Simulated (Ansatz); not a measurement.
Gas-phase electronic energies from Ansatz, PBE0-D4/def2-TZVP geometries. CBS: MP2 limit from def2 TZ/QZ plus the TZ coupled-cluster correction, frozen cores. This one scheme is used for every species. Functionals use def2-TZVPP. B3LYP here is the variant with VWN-RPA as its local correlation; programs differ in this. One conformer a species, not always the lowest.

Reaction (ligand exchange at the Si–C bond): `CO[SiH2]C#N` + `O[SiH2]S` → `CO[SiH2]S[SiH2]O` + `C#N`

`CO[SiH2]C#N`:

Cartesian coordinates in Å:
```
C 1.259 0.811 0.487
O 0.854 -0.530 0.285
Si -0.691 -1.003 0.109
C -1.437 -0.125 -1.351
N -1.882 0.445 -2.248
H 0.800 1.233 1.387
H 2.342 0.818 0.609
H 0.996 1.435 -0.373
H -0.698 -2.450 -0.169
H -1.543 -0.635 1.264
```

`O[SiH2]S`:

```xyz
7

O     0.482   -0.196    1.410
Si   -0.329    0.412    0.118
S    -0.117   -0.765   -1.648
H     0.334   -1.119    1.626
H    -1.798    0.438    0.326
H     0.225    1.770   -0.062
H     1.203   -0.540   -1.770
```

`CO[SiH2]S[SiH2]O`:

Cartesian coordinates in Å:
```
C -0.358 0.167 2.082
O -0.854 0.576 0.818
Si 0.064 1.469 -0.225
S 1.726 0.348 -0.935
Si 0.544 -1.200 -1.846
O -0.480 -1.896 -0.774
H -0.007 1.026 2.663
H -1.174 -0.312 2.625
H 0.465 -0.545 1.969
H 0.621 2.664 0.456
H -0.866 1.813 -1.322
H 1.485 -2.238 -2.318
H -0.199 -0.592 -2.979
H -0.968 -1.278 -0.215
```

`C#N`:

Cartesian coordinates in Å:
```
C 0.005 -0.002 -0.025
N -0.237 0.094 1.091
H 0.231 -0.092 -1.066
```

| level | ΔE (kJ/mol) | difference from CCSD(T)/CBS |
| --- | --- | --- |
| PBE-D4 | -42.3 | -5.1 |
| r2SCAN-D4 | -38.9 | -1.7 |
| PBE0-D4 | -41.2 | -4.0 |
| B3LYP-D4 | -36.0 | 1.2 |
| ωB97X-V | -34.8 | 2.4 |
| ωB97M-V | -37.1 | 0.1 |
| B2PLYP | -27.0 | 10.2 |
| PBE | -32.2 | 5.0 |
| r2SCAN | -36.1 | 1.1 |
| PBE0 | -32.1 | 5.1 |
| B3LYP | -19.8 | 17.4 |
| HF/def2-TZVPP | -10.1 | 27.1 |
| MP2/def2-TZVPP | -38.4 | -1.2 |
| SCS-MP2/def2-TZVPP | -30.2 | 7.0 |
| CCSD/def2-TZVPP | -29.4 | 7.8 |
| CCSD(T)/def2-TZVPP | -34.0 | 3.2 |
| HF/def2-QZVPP | -9.0 | 28.2 |
| MP2/def2-QZVPP | -39.8 | -2.6 |
| SCS-MP2/def2-QZVPP | -31.5 | 5.7 |
| HF/CBS(def2) | -8.8 | 28.4 |
| MP2/CBS(def2) | -41.6 | -4.4 |
| CCSD/CBS(def2) | -32.5 | 4.7 |
| CCSD(T)/CBS | -37.2 | 0 |

Largest T1 diagnostic among the species: 0.014.

In def2-TZVPP, CCSD(T) changes the Hartree–Fock value by −23.9 kJ/mol (the triples alone add −4.6 kJ/mol) and MP2 by −28.3 kJ/mol. The D4 term adds −16.3 kJ/mol with B3LYP and −9.1 kJ/mol with PBE0; it sums over pairs of atoms, weighted by their polarisabilities, and B3LYP, whose exchange is more repulsive, gets the larger term.
